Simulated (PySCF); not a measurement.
A structure optimised at PBE0-D3(BJ)/def2-SVP, used in a PySCF frequency run:

```xyz
17

N      3.2662    -0.5797     0.0000
Si     1.9273     0.4837     0.0000
O      0.4617    -0.3390     0.0000
C     -0.7838     0.3613     0.0000
Si    -1.6978    -0.0982     1.5996
Si    -1.6978    -0.0982    -1.5996
H      3.5030    -1.1017    -0.8358
H      3.5030    -1.1017     0.8358
H      1.9820     1.3279    -1.2306
H      1.9820     1.3279     1.2306
H     -0.6502     1.4644     0.0000
H     -0.8471     0.2618     2.7742
H     -2.9986     0.6368     1.6858
H     -1.9636    -1.5670     1.6203
H     -0.8471     0.2618    -2.7742
H     -2.9986     0.6368    -1.6858
H     -1.9636    -1.5670    -1.6203
```
Charge 0, spin multiplicity 1.

Write its SMILES, formula and point group.

N[SiH2]OC([SiH3])[SiH3], CH11NOSi3, Cs

What are its rotational constants (standard atomic weights)?

2.4771, 0.97912, 0.76387 GHz
